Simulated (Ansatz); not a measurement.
Geometry optimisation of Cl₃H₃OSi₂ (`[SiH3]O[Si](Cl)(Cl)Cl`).

```yaml
crystal:
  periodic: [false, false, false]
  atoms:
    - {symbol: Si, position_ang: [0.248719, -1.320008, 0.944694]}
    - {symbol: O, position_ang: [0.568313, -0.162966, -0.248567]}
    - {symbol: Si, position_ang: [-0.098593, 1.174885, -0.923660]}
    - {symbol: Cl, position_ang: [-1.920784, 0.712697, -1.760524]}
    - {symbol: Cl, position_ang: [1.170249, 1.873215, -2.373371]}
    - {symbol: Cl, position_ang: [-0.379514, 2.625090, 0.508877]}
    - {symbol: H, position_ang: [1.410428, -2.264216, 0.953861]}
    - {symbol: H, position_ang: [-1.021387, -2.046782, 0.605350]}
    - {symbol: H, position_ang: [0.111069, -0.638313, 2.276239]}
basis:
  gaussian: {orbitals: def2-TZVP}
hamiltonian: {xc: pbe0, dispersion: d4}
relax: {f_tol: 0.005, max_steps: 150}
```

```sh
$ ansatz run in.yaml --threads 2 --pin off --events-out ev --progress --plain --max-ram 22528MiB --backend cuda --devices 0, --max-vram 18GiB
```

Output, abridged:

```
Functional definition: PBE0
mean field -55407.28925355 eV, -2036.1803236582 hartree, gradient 6.5e-5 eV, S^2 0.000000; 0 other end points of the search recorded, 0 dependent functions left out
relax step   1: F+E_penalty+E_count = -55407.60345838 eV  Δ(F+E_penalty+E_count) = +0.000e0 eV  max|allowed force component| = 7.182e-1 eV/Å  Δτ_max = 0.0000 Å  (26 SCF iters, accepted)
mean field -55407.35552968 eV, -2036.1827592611 hartree, gradient 8.8e-6 eV, S^2 0.000000; 0 other end points of the search recorded, 0 dependent functions left out
relax step   2: F+E_penalty+E_count = -55407.67276864 eV  Δ(F+E_penalty+E_count) = -6.931e-2 eV  max|allowed force component| = 5.814e-1 eV/Å  Δτ_max = 0.0488 Å  (30 SCF iters, accepted)
mean field -55407.36887890 eV, -2036.1832498359 hartree, gradient 9.0e-6 eV, S^2 0.000000; 0 other end points of the search recorded, 0 dependent functions left out
relax step   3: F+E_penalty+E_count = -55407.68650320 eV  Δ(F+E_penalty+E_count) = -1.373e-2 eV  max|allowed force component| = 1.347e-1 eV/Å  Δτ_max = 0.0206 Å  (31 SCF iters, accepted)
mean field -55407.37022158 eV, -2036.1832991788 hartree, gradient 8.6e-6 eV, S^2 0.000000; 0 other end points of the search recorded, 0 dependent functions left out
relax step   4: F+E_penalty+E_count = -55407.68757850 eV  Δ(F+E_penalty+E_count) = -1.075e-3 eV  max|allowed force component| = 8.041e-2 eV/Å  Δτ_max = 0.0067 Å  (31 SCF iters, accepted)
mean field -55407.37531163 eV, -2036.1834862347 hartree, gradient 1.1e-5 eV, S^2 0.000000; 0 other end points of the search recorded, 0 dependent functions left out
relax step   5: F+E_penalty+E_count = -55407.69183445 eV  Δ(F+E_penalty+E_count) = -4.256e-3 eV  max|allowed force component| = 2.994e-2 eV/Å  Δτ_max = 0.0594 Å  (29 SCF iters, accepted)
mean field -55407.37745679 eV, -2036.1835650677 hartree, gradient 9.9e-6 eV, S^2 0.000000; 0 other end points of the search recorded, 0 dependent functions left out
relax step   6: F+E_penalty+E_count = -55407.69305801 eV  Δ(F+E_penalty+E_count) = -1.224e-3 eV  max|allowed force component| = 2.895e-2 eV/Å  Δτ_max = 0.0491 Å  (29 SCF iters, accepted)
mean field -55407.37768088 eV, -2036.1835733028 hartree, gradient 2.6e-5 eV, S^2 0.000000; 0 other end points of the search recorded, 0 dependent functions left out
relax step   7: F+E_penalty+E_count = -55407.69328476 eV  Δ(F+E_penalty+E_count) = -2.268e-4 eV  max|allowed force component| = 6.456e-3 eV/Å  Δτ_max = 0.0109 Å  (28 SCF iters, accepted)
mean field -55407.37777238 eV, -2036.1835766655 hartree, gradient 2.6e-5 eV, S^2 0.000000; 0 other end points of the search recorded, 0 dependent functions left out
relax step   8: F+E_penalty+E_count = -55407.69329941 eV  Δ(F+E_penalty+E_count) = -1.465e-5 eV  max|allowed force component| = 5.870e-4 eV/Å  Δτ_max = 0.0043 Å  (30 SCF iters, accepted)
mean field -55407.37777238 eV, -2036.1835766655 hartree, gradient 2.5e-5 eV, S^2 0.000000; 1 other end points of the search recorded, 0 dependent functions left out
Total energy: -55407.69333603 eV, -2036.1951734158 hartree
Atom 0 at     0.248224    -1.319561     0.944424 Å, force     0.000160    -0.000220     0.000085 eV/Å
Atom 1 at     0.441360    -0.133961    -0.186244 Å, force    -0.000198    -0.000117     0.000288 eV/Å
Atom 2 at    -0.120944     1.176055    -0.908976 Å, force    -0.000404    -0.000051     0.000153 eV/Å
Atom 3 at    -1.902391     0.778748    -1.793965 Å, force     0.000021     0.000042    -0.000254 eV/Å
Atom 4 at     1.206114     1.772161    -2.312751 Å, force     0.000371    -0.000015    -0.000194 eV/Å
Atom 5 at    -0.383222     2.665105     0.443254 Å, force     0.000165     0.000247    -0.000039 eV/Å
Atom 6 at     1.440755    -2.193160     0.872723 Å, force    -0.000187     0.000587    -0.000400 eV/Å
Atom 7 at    -0.979775    -2.091370     0.637431 Å, force     0.000053    -0.000226     0.000199 eV/Å
Atom 8 at     0.138377    -0.700414     2.287001 Å, force     0.000019    -0.000247     0.000162 eV/Å
Dipole moment:     0.025402    -0.239468     0.184666 e Å
```

Hardware: 2 threads of an AMD EPYC 7R13 on a shared host and a share of an NVIDIA H100 80 GB. Wall time 18 s, peak host memory 0.94 GiB.
